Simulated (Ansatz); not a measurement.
Consider the formal exchange of groups at a B–C bond: `NB(O)CF` + `OO` → `NB(O)O` + `OCF`.

Computed with Ansatz on PBE0-D4/def2-TZVP structures; ΔE is electronic, products minus reactants. CCSD(T)/CBS adds triple-zeta CCSD(T) − MP2 to the extrapolated MP2 energy (def2 sets, frozen cores). This one scheme is used for every species. DFT in def2-TZVPP. Each species was taken in one conformer, which may not be the lowest.

`NB(O)CF`:

Cartesian coordinates in Å:
```
N -0.538 0.540 1.152
B -0.116 0.328 -0.165
O -0.285 1.214 -1.198
C 0.618 -1.026 -0.531
F 0.741 -1.859 0.584
H -1.011 1.360 1.490
H -0.374 -0.163 1.851
H -0.731 2.029 -0.958
H 1.625 -0.842 -0.921
H 0.072 -1.580 -1.303
```

`OO`:

Cartesian coordinates in Å:
```
O 0.185 -0.593 -0.435
O -0.190 0.731 -0.066
H -0.524 -1.107 -0.031
H 0.529 0.969 0.532
```

`NB(O)O`:

Z-matrix (Å, degrees):
```
N
B 1 1.411
H 1 1.002 2 124.8
H 1 1.004 2 120.9 3 -179.9
O 2 1.371 1 118.3 3 179.9
O 2 1.379 1 123.9 3 -0.1
H 5 0.959 2 111.3 1 -180.0
H 6 0.957 2 114.5 1 0.0
```

`OCF`:

Cartesian coordinates in Å:
```
O -0.741 0.709 -0.344
C 0.052 -0.339 0.040
F 0.508 -0.170 1.333
H -0.197 1.493 -0.462
H 0.943 -0.453 -0.588
H -0.565 -1.239 0.020
```

(1) Is it downhill or uphill in electronic energy at CCSD(T)/CBS, and by how much? (An estimate is asked.)

(2) What do these levels give: PBE-D4, r2SCAN-D4, r2SCAN, PBE0, CCSD(T)/def2-TZVPP, HF/CBS(def2)? (Estimate.)

Largest T1 diagnostic among the species: 0.011.

Results:

(1) Ansatz gave: Downhill: ΔE = -4.24 eV.

(2) Computed: PBE-D4 -3.96, r2SCAN-D4 -4.18, r2SCAN -4.19, PBE0 -4.17, CCSD(T)/def2-TZVPP -4.22, HF/CBS(def2) -4.62 eV.

From PBE to PBE0 (25 % exact exchange), in def2-TZVPP and without D4, ΔE moves by −0.20 eV. In def2-TZVPP, CCSD(T) changes the Hartree–Fock value by +0.38 eV (the triples alone add +0.06 eV) and MP2 by +0.20 eV.
